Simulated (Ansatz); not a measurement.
Si₂F₂ (the lowest singlet isomer of a short search) was relaxed with B3LYP-D4 (def2-TZVP) in Ansatz in these states: neutral quintet, neutral triplet. The geometries follow in no particular order.

A:

```csv
atom,x (Å),y (Å),z (Å)
Si1,0.895,0.120,0.837
Si2,-1.186,-0.314,0.107
F3,2.212,-0.412,0.059
F4,-1.921,0.606,-1.003
```

B:

```xyz
4

Si   -0.954   -0.738    0.071
Si    0.954    0.738   -0.071
F    -2.201    0.279   -0.132
F     2.201   -0.279    0.132
```

Judge from the bond lengths which geometry belongs to which state (an estimate).

A is the neutral quintet (Si1–Si2 2.248 Å, Si1–F3 1.619 Å, Si2–F4 1.619 Å); B is the neutral triplet (Si1–Si2 2.416 Å, Si1–F3 1.622 Å, Si2–F4 1.622 Å).

At PBE0-D4/def2-TZVP a triplet lies 2.52 eV below the neutral quintet. These are the stationary points nearest to one start from a short search; other shapes may lie lower in each state.
